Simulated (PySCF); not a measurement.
Molfile (atoms numbered from 1):
```
C7H11N3
     RDKit          3D

 21 22  0  0  0  0  0  0  0  0999 V2000
    3.7722   -0.0018   -0.1345 C   0  0  0  0  0  0  0  0  0  0  0  0
    2.3315    0.1357    0.1938 C   0  0  0  0  0  0  0  0  0  0  0  0
    1.7204    0.7357    1.3043 C   0  0  0  0  0  0  0  0  0  0  0  0
    0.4081    0.6289    1.1655 N   0  0  0  0  0  0  0  0  0  0  0  0
    0.2452   -0.0030    0.0284 N   0  0  0  0  0  0  0  0  0  0  0  0
   -1.0395   -0.3317   -0.4974 C   0  0  0  0  0  0  0  0  0  0  0  0
   -1.9736   -1.1260    0.4343 C   0  0  0  0  0  0  0  0  0  0  0  0
   -3.1054   -0.1405    0.1086 C   0  0  0  0  0  0  0  0  0  0  0  0
   -2.0741    0.8071   -0.5220 C   0  0  0  0  0  0  0  0  0  0  0  0
    1.3594   -0.3202   -0.5896 N   0  0  0  0  0  0  0  0  0  0  0  0
    4.3410   -0.2485    0.7599 H   0  0  0  0  0  0  0  0  0  0  0  0
    3.9032   -0.7813   -0.8798 H   0  0  0  0  0  0  0  0  0  0  0  0
    4.1580    0.9341   -0.5392 H   0  0  0  0  0  0  0  0  0  0  0  0
    2.1586    1.2161    2.1544 H   0  0  0  0  0  0  0  0  0  0  0  0
   -0.8691   -0.8042   -1.4650 H   0  0  0  0  0  0  0  0  0  0  0  0
   -2.1375   -2.1686    0.1725 H   0  0  0  0  0  0  0  0  0  0  0  0
   -1.6459   -1.0568    1.4690 H   0  0  0  0  0  0  0  0  0  0  0  0
   -3.8109   -0.5371   -0.6178 H   0  0  0  0  0  0  0  0  0  0  0  0
   -3.6546    0.2522    0.9601 H   0  0  0  0  0  0  0  0  0  0  0  0
   -1.7821    1.6111    0.1495 H   0  0  0  0  0  0  0  0  0  0  0  0
   -2.3135    1.2156   -1.5007 H   0  0  0  0  0  0  0  0  0  0  0  0
  1  2  1  0
  2  3  1  0
  3  4  2  0
  4  5  1  0
  5  6  1  0
  6  7  1  0
  7  8  1  0
  8  9  1  0
  5 10  1  0
 10  2  2  0
  9  6  1  0
  1 11  1  0
  1 12  1  0
  1 13  1  0
  3 14  1  0
  6 15  1  0
  7 16  1  0
  7 17  1  0
  8 18  1  0
  8 19  1  0
  9 20  1  0
  9 21  1  0
M  END
```

- σ from GIAO-PBE0/pcSseg-1
- GFN2-xTB structure
- run in PySCF 2.14.0 with density-fitted response routines
- fast rotation and ring inversion assumed for equivalent nuclei, no relativistic terms, in vacuum, single conformer

δ = σ(ref) − σ, references computed at the same level: ¹³C (σ = 186.93 ppm) vs TMS.

Problem. Do the ¹³C shifts follow the atomic charges (in e)? Tabulate both.

Solution. 
| atoms | hybridisation | δ (ppm) | σ para (ppm) | Hirshfeld | IAO | Mulliken | ESP-fitted |
| --- | --- | --- | --- | --- | --- | --- | --- |
| C2 | sp2 | 146.7 | -222 | +0.02 | +0.06 | -0.06 | +0.60 |
| C3 | sp2 | 139.0 | -207 | -0.04 | -0.12 | +0.04 | -0.32 |
| C6 | sp3 | 57.1 | -111 | +0.03 | -0.02 | -0.01 | +0.02 |
| C7/C9 | sp3 | 32.1 | -95 | -0.07 | -0.27 | -0.13 | -0.06 |
| C8 | sp3 | 14.4 | -83 | -0.07 | -0.27 | -0.25 | -0.21 |
| C1 | sp3 | 12.8 | -71 | -0.12 | -0.44 | -0.14 | -0.59 |

Correlation coefficients of δ with charge over these carbons: Hirshfeld +0.63, IAO +0.78, Mulliken +0.74, ESP-fitted +0.57; with the paramagnetic shielding -1.00. Among the 4 sp3 carbons alone: Hirshfeld +0.92, IAO +0.91, Mulliken +0.87, ESP-fitted +0.78. With so few points, grouped by hybridisation, these coefficients are fragile. Charge is one influence among several: hybridisation and low-lying excitations act through the paramagnetic term.

Shifts are as computed. Against solution values, carbons near 30 ppm lie about +3 ppm off and those near 130 ppm about +5 ppm. Of 1211 compounds with measured shifts, 218 miss one by over three times the rms of a fit or turn the order of signals round; such compounds aren't used in these exercises.
